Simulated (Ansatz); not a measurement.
C$_{3}$H$_{7}$Al (`C=[C](C)[AlH2]`), 11 atoms. The species carries charge 0 and has multiplicity 1. All runs use 2 threads of an Arm Neoverse V2 on a shared host. Correlated methods freeze the cores.

Q: Give the basis size and wall time and peak host memory of each of these runs in Ansatz. RKS PBE0-D4/def2-SVP energy; RKS PBE0-D4/def2-QZVPP energy; RKS ωB97M-V/def2-SVP energy; RKS CAM-B3LYP-D4/def2-TZVPP energy; RHF-CCSD(T)/def2-TZVPP energy; RHF-CCSD(T)/def2-SVP energy; RHF-MP2/def2-QZVPP energy; RKS PBE0-D4/def2-TZVP relaxation (7 steps); RKS BHLYP-D4/def2-TZVPP energy; RKS PBE-D4/def2-TZVPP energy and forces; RKS ωB97X-V/def2-TZVPP energy; RKS PBE0-D4/def2-TZVP frequencies. (An estimate is asked.)

A: The calculation gave: Other jobs shared the machine, so times are rough.

| level | job | functions | wall time | peak host memory (GiB) |
| --- | --- | --- | --- | --- |
| RKS PBE0-D4/def2-SVP | energy | 95 | 1.1 s | 0.18 |
| RHF-CCSD(T)/def2-SVP | energy | 95 | 2.9 s | 0.35 |
| RKS PBE-D4/def2-TZVPP | energy and forces | 233 | 2.9 s | 0.26 |
| RKS BHLYP-D4/def2-TZVPP | energy | 233 | 3.1 s | 0.47 |
| RKS CAM-B3LYP-D4/def2-TZVPP | energy | 233 | 3.5 s | 0.53 |
| RKS ωB97M-V/def2-SVP | energy | 95 | 5 s | 0.26 |
| RKS ωB97X-V/def2-TZVPP | energy | 233 | 9 s | 0.58 |
| RKS PBE0-D4/def2-QZVPP | energy | 451 | 9.5 s | 1.2 |
| RHF-MP2/def2-QZVPP | energy | 451 | 23 s | 2.5 |
| RKS PBE0-D4/def2-TZVP | relaxation (7 steps) | 172 | 25 s | 0.38 |
| RKS PBE0-D4/def2-TZVP | frequencies | 172 | 2.5 min | 0.38 |
| RHF-CCSD(T)/def2-TZVPP | energy | 233 | 5.1 min | 1.7 |
